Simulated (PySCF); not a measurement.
# Steps of a relaxation of [La(CH3)2]+

[La(CH3)2]+ (singlet). PySCF 2.14.0, RKS PBE0, La def2-SVP with ECP46, C def2-SVP, H def2-SVP; non-relativistic Hamiltonian with scalar-relativistic core potentials where named; density fitting; no spin-orbit coupling. Origin of the start: displaced along the imaginary mode. Columns: position (Å) and force (eV/Å). Energies are counted from the last step; some of the 26 steps are shown. Forces carry noise of the integration grid, about 0.01 to 0.03 eV/Å.

Run from Python with OMP_NUM_THREADS=2. Where DIIS fails, smearing, a level shift and second-order steps follow.
It took 95 s on 2 threads of Intel(R) Xeon(R) Platinum 8375C CPU @ 2.90GHz (Ice Lake) (shared host), from the converged density of the start.

```xyz
9
step 0  E = 0.073 eV
La    0.0000    0.0000   -0.2866     0.00    0.00    0.03
C     1.8134   -0.0165    1.2684     0.43   -0.02    0.47
H     2.8111    0.2162    0.7896    -0.64   -0.16    0.39
H     1.6199    0.7460    2.0842     0.20   -0.55   -0.55
H     1.8937   -1.0277    1.7749     0.00    0.73   -0.32
C    -1.8134    0.0165    1.2684    -0.43    0.02    0.47
H    -2.8111   -0.2162    0.7896     0.64    0.16    0.39
H    -1.6199   -0.7460    2.0842    -0.20    0.55   -0.55
H    -1.8937    1.0277    1.7749     0.00   -0.73   -0.32
```

```xyz
9
step 8  E = 0.007 eV
La    0.0000    0.0000   -0.2691     0.00    0.00   -0.02
C     1.8198   -0.0521    1.2709     0.09   -0.03    0.11
H     2.7647    0.3402    0.8408    -0.09   -0.03    0.06
H     1.5796    0.5430    2.1774     0.04   -0.06   -0.11
H     2.0188   -1.0895    1.6193    -0.01    0.12   -0.05
C    -1.8198    0.0521    1.2709    -0.09    0.03    0.11
H    -2.7647   -0.3402    0.8408     0.09    0.03    0.06
H    -1.5796   -0.5430    2.1774    -0.04    0.06   -0.11
H    -2.0188    1.0895    1.6193     0.01   -0.12   -0.05
```

```xyz
9
step 17  E = 0.002 eV
La    0.0000    0.0000   -0.2370     0.00    0.00   -0.01
C     1.8461   -0.0889    1.2737     0.02    0.00    0.03
H     2.7399    0.4393    0.8871    -0.03   -0.01    0.01
H     1.5748    0.3701    2.2444     0.01   -0.02   -0.02
H     2.1502   -1.1340    1.4871    -0.01    0.03   -0.01
C    -1.8461    0.0889    1.2737    -0.02    0.00    0.03
H    -2.7399   -0.4393    0.8871     0.03    0.01    0.01
H    -1.5748   -0.3701    2.2444    -0.01    0.02   -0.02
H    -2.1502    1.1340    1.4871     0.01   -0.03   -0.01
```

Where does the relaxation end?

It converges at step 25 in C2:
```xyz
9
step 25  E = 0
La    0.0000    0.0000   -0.1996
C     1.8658   -0.1288    1.2835
H     2.6808    0.5481    0.9580
H     1.5980    0.1419    2.3222
H     2.2876   -1.1535    1.3101
C    -1.8658    0.1288    1.2835
H    -2.6808   -0.5481    0.9580
H    -1.5980   -0.1419    2.3222
H    -2.2876    1.1535    1.3101
```

How did the contacts change?


| contact | start (Å) | end (Å) |
| --- | --- | --- |
| La1–C2 (CH3) | 2.389 | 2.387 |
| La1–C6 (CH3) | 2.389 | 2.387 |
